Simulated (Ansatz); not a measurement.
Species: HCl2GaO, SMILES `[OH][Ga]([Cl])[Cl]` (H–O–Ga–Cl torsion 180°) (charge 0, multiplicity 1).

**Question.** Give a relaxed geometry from r2SCAN-D4/def2-TZVP in Ansatz (a program for electronic structure).

**Answer.** This is not unique; one that fits is the end point of this relaxation, one of several conformers (outside a Z-matrix the atoms follow the SMILES, hydrogens last).
Z-matrix (Å, degrees):
```
Ga
O 1 1.7664
H 2 0.9645 1 112.34
Cl 1 2.1083 2 118.33 3 -179.85
Cl 1 2.1223 2 120.87 3 0.13
```
